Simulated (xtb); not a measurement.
C₃H₇BFN, SMILES C/C=C/B(N)F. All values are semi-empirical tight-binding results from xtb (GFN2-xTB unless named), good for trends rather than for accurate numbers. The structure is a stationary point at GFN2-xTB. The structure was generated by enumeration; whether it is a known compound was not checked. One conformer was computed; it need not be the lowest.

Optimised geometry:

Bonded distances (Å): C1–C2 1.491, C1–H7 1.090, C1–H8 1.087, C1–H9 1.090, C2–C3 1.331, C2–H10 1.084, C3–B4 1.557, C3–H11 1.085, B4–N5 1.390, B4–F6 1.346, N5–H12 1.003, N5–H13 1.005. Bond angles (°): C2–C1–H7 110.1, C2–C1–H8 111.2, C2–C1–H9 110.1, H7–C1–H8 109.0, H7–C1–H9 107.4, H8–C1–H9 109.0, C1–C2–C3 125.2, C1–C2–H10 114.7, C3–C2–H10 120.1, C2–C3–B4 126.3, C2–C3–H11 117.2, B4–C3–H11 116.5, C3–B4–N5 125.3, C3–B4–F6 118.7, N5–B4–F6 116.1, B4–N5–H12 124.3, B4–N5–H13 121.9, H12–N5–H13 113.8.

```yaml
point_group_as_xtb_finds_it: Cs
orbital_gap: 4.41 eV
dipole_moment: 3.00 D
zero_point_energy: 63.8 kcal/mol
G − E(el) at 298.15 K (modified RRHO): 44.0 kcal/mol
static polarisability (D4 model): 60.3 bohr³
solvation energy, GFN2-xTB/ALPB(water): -5.3 kcal/mol
solvation energy, GFN2-xTB/ALPB(dmf): -7.9 kcal/mol
```

Computed IR lines (harmonic; lines under 4 % of the strongest left out, lines within 3 cm⁻¹ merged):
ν (cm⁻¹): 499 (w), 521 (m), 560 (vs), 733 (w), 828 (w), 981 (m), 1017 (w), 1097 (m), 1198 (vs), 1279 (m), 1304 (m), 1369 (vs), 1480 (w), 1521 (vs), 1689 (s), 2994 (w), 3009 (w), 3039 (w), 3050 (s) (against the strongest line: vs over 80 %, s over 45 %, m over 15 %, w over 4 %, vw less)

Computed atomic charges and the Wiberg bond orders between heavy atoms:
charges (e) C1 -0.11, C2 -0.02, C3 -0.14, B4 0.38, N5 -0.34, F6 -0.32, H7 0.05, H8 0.05, H9 0.05, H10 0.02, H11 0.04, H12 0.16, H13 0.17. Bond orders C1–C2 1.04, C2–C3 1.90, C3–B4 1.02, B4–N5 1.33, B4–F6 0.99.
